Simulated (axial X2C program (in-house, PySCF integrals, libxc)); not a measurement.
## Which molecule gave these maps?

PBE0 fields computed with an in-house all-electron X2C program for linear molecules (integrals from PySCF), 2c, near the equilibrium distance, one atom at z = 0.

The maps cover the half plane through the axis: z from -2.4 to 4.8 Å along the bond, ρ from 0.15 to 2.25 Å away from it (steps of 0.3 Å, the bottom row nearest the axis).

log10 of the density in e/bohr³:

digits 0 to 9 span -4.85 to 1.38 evenly
```
0011122222222222222211100
0112223333333333333222110
0122333444444444443332210
1223344444444444444433221
1233445555555555555443321
2234455666555556665544322
2234556787655567876554332
2334557898765668997554332
```

Electron localisation function (collinear form, no current term, damped to 0 at low density):

digits 0 to 9 span 0.00 to 1.00 evenly
```
0000001112222222111000000
0000123333333333333210000
0002456655555555566542000
0025677766665666677765200
0157887544566654456887520
0378874211356531124788740
1578852464146413642588751
1588842727235327272378861
```

Axial spin density in 10⁻³ e/bohr³:

digits 0 to 9 span -12.21 to 12.21 evenly, values beyond are clipped
```
5555555555555555555555555
5555555555555555555555555
5555555666666666665555555
5555566777777777776655555
5555678999999999998765555
5556799999999999999976555
5556999745999995479996555
5557999549799978569997555
```

Which molecule is it?
A. Ge₂⁺
B. GeB⁺
C. GaSi⁺
D. CuC

A. Ge₂⁺, with Ge at z = 0 and Ge at z = 2.414 Å, state Ω = 3/2 (⟨Sz⟩ = 1.50, ⟨Lz⟩ = 0.00 at PBE0), basis Ge dyall-cv3z [9s9p7d4f1g] (cores contracted in-house). Occupations by symmetry block were frozen at the best pattern of an incomplete PBE0 search. Density functionals use the spin component along the axis (collinear). PBE0 can misorder states that lie within some tenths of an eV, so this need not be the ground state of the molecule. The nearest other 2c determinant of the search, Ω = 1/2, lies 0.43 eV up at the distance of the search. With several unpaired electrons one determinant need not be a pure state. This is the top spin component of a Σ state; components of lower Ω are not single determinants and can lie lower.
